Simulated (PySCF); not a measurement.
Mayer bond orders and bond lengths

2,4-difluoropyridine, C5H3F2N.
Atom-mapped SMILES: `[F:1][c:2]1[cH:3][cH:4][n:5][c:6]([F:7])[cH:8]1` (hydrogens: H9 on C3; H10 on C4; H11 on C8)

Bond orders from the PBE0/pcSseg-1 density (PySCF). Isolated species at its PBE0-D3(BJ)/def2-SVP geometry, gas phase.

Task: How far do the computed orders between heavy atoms stray from the drawn ones?

Result: The largest departure is 0.151, at C6–C8 (drawn aromatic, 1.349), counting aromatic bonds as 1.5. The bonds drawn aromatic range from 1.35 to 1.50.

Task: Give the Mayer order of every bond, beside its length.

Result: 
```
  bond  drawn as  length (Å)  Mayer order
 F1–C2    single       1.323        0.946
 C2–C3  aromatic       1.393        1.386
 C3–C4  aromatic       1.390        1.413
 C4–N5  aromatic       1.333        1.444
 N5–C6  aromatic       1.309        1.498
 C6–F7    single       1.323        0.975
 C6–C8  aromatic       1.395        1.349
 C8–C2  aromatic       1.386        1.403
 C3–H9    single       1.090        0.945
C4–H10    single       1.095        0.963
C8–H11    single       1.090        0.936
```

Bonds between the same two heavy elements. C–F: lowest F1–C2 (0.946, 1.323 Å), highest C6–F7 (0.975, 1.323 Å). C–C: lowest C6–C8 (1.349, 1.395 Å), highest C3–C4 (1.413, 1.390 Å). C–N: lowest C4–N5 (1.444, 1.333 Å), highest N5–C6 (1.498, 1.309 Å).

Task: Sum the orders of all bonds at each heavy atom with more than one neighbour and set the sums beside the valence in the SMILES.

Result: C2 3.735 (drawn 4), C3 3.744 (drawn 4), C4 3.820 (drawn 4), N5 2.942 (drawn 3), C6 3.822 (drawn 4), C8 3.688 (drawn 4). Orders between atoms that aren't bonded are not in these sums.

For a closed shell the Mayer order of atoms A and B is Σ (PS)μν (PS)νμ over the basis functions μ on A and ν on B, with P the density and S the overlap matrix.

These values come from a run that also computed NMR shieldings. On Arm Neoverse V2, one thread (shared host), this took 13 s.
